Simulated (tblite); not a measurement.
Parent: `[CH2:1]=[CH:2][Si@@H:3]([NH2:4])[CH:5]1[CH2:6][CH2:7]1` with C1–C2–Si3–N4 -9°, C2–Si3–N4–H 166° and -57°, C2–Si3–C5–C6 56°, C5H11NSi.

Computed geometry: GFN2-xTB, gas phase. One conformer each, not checked by frequencies here.

```tsv
coordinate of the parent	value
C1=C2	1.323 Å
C2–Si3	1.884 Å
Si3–N4	1.726 Å
Si3–C5	1.885 Å
C5–C6	1.502 Å
C6–C7	1.491 Å
C5–C7	1.503 Å
C1–C2–Si3	125.3°
C2–Si3–N4	107.5°
C2–Si3–C5	111.6°
N4–Si3–C5	105.8°
Si3–C5–C6	119.8°
Si3–C5–C7	120.7°
C6–C5–C7	59.5°
C5–C6–C7	60.3°
C5–C7–C6	60.2°
```

**Question.** How does the shared frame change in `[CH2:1]=[CH:2][Si@H:3]([NH2:4])[CH:5]1[CH:6]=[CH:7]1` with C1–C2–Si3–N4 10°, C2–Si3–N4–H -165° and 59°, C2–Si3–C5–C6 -24°, C5H9NSi? Atoms pair as C1 = C1, C2 = C2, Si3 = Si3, N4 = N4, C5 = C5, C6 = C6, C7 = C7 (parent first).

**Answer.** 
```csv
parent,relative,value in the relative,change
C1=C2,C1=C2,1.322 Å,-0.001
C2–Si3,C2–Si3,1.882 Å,-0.002
Si3–N4,Si3–N4,1.728 Å,+0.002
Si3–C5,Si3–C5,1.889 Å,+0.004
C5–C6,C5–C6,1.512 Å,+0.010
C6–C7,C6=C7,1.293 Å,-0.198
C5–C7,C5–C7,1.513 Å,+0.010
C1–C2–Si3,C1–C2–Si3,125.6°,+0.3
C2–Si3–N4,C2–Si3–N4,107.7°,+0.2
C2–Si3–C5,C2–Si3–C5,110.4°,-1.2
N4–Si3–C5,N4–Si3–C5,106.4°,+0.6
Si3–C5–C6,Si3–C5–C6,121.8°,+2.0
Si3–C5–C7,Si3–C5–C7,121.6°,+0.9
C6–C5–C7,C6–C5–C7,50.6°,-8.9
C5–C6–C7,C5–C6–C7,64.8°,+4.5
C5–C7–C6,C5–C7–C6,64.6°,+4.4
```

Of the parent's bonds, C6–C7 changes most (-0.198 Å). Point group C1 → C1.
